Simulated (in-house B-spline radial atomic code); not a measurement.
# RPA and G0W0 on HSE06: the krypton ion Kr⁶⁺

Configuration [Ar] 3d10 4s2, mean-field start HSE06. Computed with a B-spline radial code for spherical atoms: all electrons, non-relativistic, point nucleus, each spin shell either full or empty, empty states to l = 9 with an (l + 1/2)⁻⁴ tail; G0W0 by contour deformation at full frequency.

Command:
```bash
python run_gw.py task.json out
```
Settings (radii: box in bohr, nucleus in fm):
```
Z                        36
electrons                30
configuration            [Ar] 3d10 4s2
hamiltonian              nr
method                   hse06
lmax                     9
spin_polarised           False
box_radius               9.29
intervals                50
ion_configuration        [Ar] 3d10 4s1
```

Run time, properties included: 6 s on 1 thread of Arm Neoverse N1, on a shared host.

Energies (hartree):

```json
{"term": "mean-field total", "value": "-2743.69054"}
{"term": "Hartree-Fock functional on these orbitals", "value": "-2742.44917"}
{"term": "direct second order", "value": "-2.5446"}
{"term": "second-order exchange", "value": "0.74164"}
{"term": "SOSEX correction", "value": "0.68463"}
```

**Question.** What is the RPA correlation energy, and what remains with SOSEX?

**Answer.** RPA gives -2.2447 hartree (-2.04 eV per electron); RPA + SOSEX gives -1.5601, and the second-order doubles -1.803 hartree (no singles). SOSEX takes back 30 % of the RPA value.

Quasi-particle levels (eV):

```tsv
level	occupied	mean field	Σx - vxc	Σc	QP weight	G0W0
4s	yes	-101.96	-3.68	?	?	?
3d	yes	-180.07	-15.94	3.35	0.951	-192.67
3p	yes	-293.19	-25.04	8.60	0.870	-309.64
4p	no	-82.96	6.76	-1.78	0.965	-77.98
```

G0W0 = mean field + (Σx - vxc) + Σc, with Σc (partial-wave tail included) taken at the quasi-particle energy. Only the outer levels were computed. Levels of low weight are left out.

**Question.** Where does G0W0 put 4s?

**Answer.** At -108.12 eV, with Σc = -2.47 eV and a quasi-particle weight of 0.967. The tabulated removal energy is 109.13 ± 0.05 eV (NIST, tabulated theory); the calculation leaves out relativity, Breit and QED terms, and what these don't explain is the method's own error.

**Question.** What does it cost to remove one electron (to [Ar] 3d10 4s1) by differences of total energies, each species on its own start (correlation terms add to the Hartree-Fock functional)?

**Answer.** HSE06 107.73 eV, Hartree-Fock functional 105.33 eV, + RPA 107.96 eV, + RPA + SOSEX 107.35 eV, + second order 108.21 eV. Tabulated: 109.13 ± 0.05 eV (NIST, tabulated theory); the calculation leaves out relativity, Breit and QED terms, and what these don't explain is the method's own error.
